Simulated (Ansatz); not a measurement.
BH7O2Si2: where a starting geometry ends

The starting geometry of this gas-phase singlet was optimised with GFN2-xTB; its bonds are those of `[SiH3]OBO[SiH3]`.

```xyz
12

B     0.8964    0.6934    0.1504
O    -0.3292    0.5807    0.6513
O     1.3463   -0.1523   -0.7734
Si   -1.5896    0.9562    1.5771
Si    1.0293   -1.4476   -1.6931
H    -1.3259    2.1487    2.3876
H    -2.6854    1.1942    0.6384
H    -1.7977   -0.2165    2.4255
H     1.6176    1.5576    0.5125
H    -0.3292   -1.3971   -2.2383
H     2.0395   -1.3332   -2.7430
H     1.2047   -2.6392   -0.8610
```

Q: Predict what it relaxes into with PBE0-D4/def2-SVP.

A: It keeps its bonds, and is `[SiH3]OBO[SiH3]`.

The energy falls by 0.33 eV over 15 steps:

| step | E − E(last) (eV) |
| --- | --- |
| 1 | 0.335 |
| 3 | 0.103 |
| 4 | 0.035 |
| 6 | 0.012 |
| 7 | 0.005 |
| 9 | 0.002 |
| 10 | 0.001 |
| 12 | 0.000 |
| 13 | 0.000 |
| 15 | 0.000 |

Final geometry (Å):

```xyz
12

B     0.8427    0.7348    0.0760
O    -0.3844    0.2844    0.4591
O     1.5330    0.0492   -0.8646
Si   -1.5233    0.8324    1.5591
Si    1.0522   -1.3546   -1.6620
H    -1.0126    2.0401    2.2723
H    -2.7707    1.1663    0.8170
H    -1.7931   -0.2615    2.5327
H     1.3299    1.7341    0.5586
H    -0.1994   -1.1129   -2.4357
H     2.1598   -1.7045   -2.5919
H     0.8428   -2.4629   -0.6866
```

The end wasn't checked by frequencies. Run with Ansatz 0.2.0, 41 s on 2 threads of Intel(R) Xeon(R) Platinum 8375C CPU @ 2.90GHz (Ice Lake), with other jobs on the host.
